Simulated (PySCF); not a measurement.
V(Cl)4, Cl₄V, SMILES [Cl][V]([Cl])([Cl])[Cl], doublet (B3LYP/def2-SVP optimised geometry):

```
5

V     -0.741    -1.019     0.000
Cl     1.400    -1.019     0.000
Cl    -1.563    -1.979    -1.729
Cl    -1.403    -2.097     1.728
Cl    -1.400     1.019     0.000
```

Calculation: unrestricted B3LYP/def2-TZVP (PySCF).

### Question
What are the frontier orbital energies (α orbitals alone; a β orbital can be the lowest empty one) and the dipole moment?

### Answer
HOMO-2 -9.35 eV, HOMO-1 -9.27 eV, HOMO -7.78 eV, LUMO -5.17 eV, LUMO+1 -4.31 eV; dipole moment 0.00 D.

On the same geometry unrestricted PBE/def2-TZVP run with PySCF 2.14.0 gives HOMO-2 -8.24 eV, HOMO-1 -8.23 eV, HOMO -5.74 eV, LUMO -5.66 eV, LUMO+1 -4.68 eV; dipole moment 0.00 D.

Meta-Löwdin charges at B3LYP/def2-TZVP: V1 1.11, Cl2 -0.28, Cl3 -0.28, Cl4 -0.28, Cl5 -0.28.
